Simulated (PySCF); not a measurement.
Correlation energy of Pb⁺ (lead, charge +1)

[Xe] 4f14 5d10 6s2 6p1, 2P determinant. All numbers are calculated (PySCF 2.14, a scalar-relativistic core potential, in def2-TZVP with the def2 core potential (60 electrons) (6s5p3d2f, 50 functions)). Frozen: 5s2 5p6 5d10; 3 electrons correlated.

MP2 pair energies summed by pair of shells (mhartree):

```
 pair  energy  share (%)
6s-6s  -15.71       57.4
6s-6p  -11.67       42.6
```

Total MP2 correlation energy: -27.38 mhartree.

Same-spin part -2.13 and opposite-spin part -25.25 mhartree; SCS-MP2 scales them by 1/3 and 6/5 to -31.01 mhartree.

| level | correlation energy (mhartree) |
| --- | --- |
| CCSD | -36.21 |
| (T) | -0.41 |
| CCSD(T) | -36.62 |

Diagnostics: T1 = 0.0072, D1 = 0.0167, largest double amplitude 0.071.

Spin-orbit coupling, absent here, splits the open shell strongly.

Cost of the coupled-cluster step: 0.87 s of wall time on 1 thread of Neoverse-V1 (shared host), for 3 correlated electrons.

Iterations:

```
CC2 = 0
CCSD nocc = (np.int64(2), np.int64(1)), nmo = (41, 41)
frozen orbitals [[0, 1, 2, 3, 4, 5, 6, 7, 8], [0, 1, 2, 3, 4, 5, 6, 7, 8]]
max_cycle = 100
direct = 0
conv_tol = 1e-08
conv_tol_normt = 1e-06
diis_space = 8
diis_start_cycle = 0
Init t2, MP2 energy = -0.0273810409467568
Init E_corr(UCCSD) = -0.0273810409666246
cycle = 1  E_corr(UCCSD) = -0.0334912734627194  dE = -0.0061102325  norm(t1,t2) = 0.0366311
cycle = 2  E_corr(UCCSD) = -0.0352397446019951  dE = -0.00174847114  norm(t1,t2) = 0.0134744
cycle = 3  E_corr(UCCSD) = -0.0362188634457894  dE = -0.000979118844  norm(t1,t2) = 0.00550379
cycle = 4  E_corr(UCCSD) = -0.0362061870429505  dE = 1.26764028e-05  norm(t1,t2) = 0.000611388
cycle = 5  E_corr(UCCSD) = -0.0362098318184864  dE = -3.64477554e-06  norm(t1,t2) = 7.77115e-05
cycle = 6  E_corr(UCCSD) = -0.0362091737524663  dE = 6.5806602e-07  norm(t1,t2) = 1.10787e-05
cycle = 7  E_corr(UCCSD) = -0.0362094528185825  dE = -2.79066116e-07  norm(t1,t2) = 2.05208e-06
cycle = 8  E_corr(UCCSD) = -0.0362093676425549  dE = 8.51760276e-08  norm(t1,t2) = 4.50187e-07
cycle = 9  E_corr(UCCSD) = -0.0362093766113298  dE = -8.9687749e-09  norm(t1,t2) = 8.79334e-08
UCCSD converged
E(UCCSD) = -191.6303396778647  E_corr = -0.03620937661132979
UCCSD(T) correction = -0.000413848438200037
```
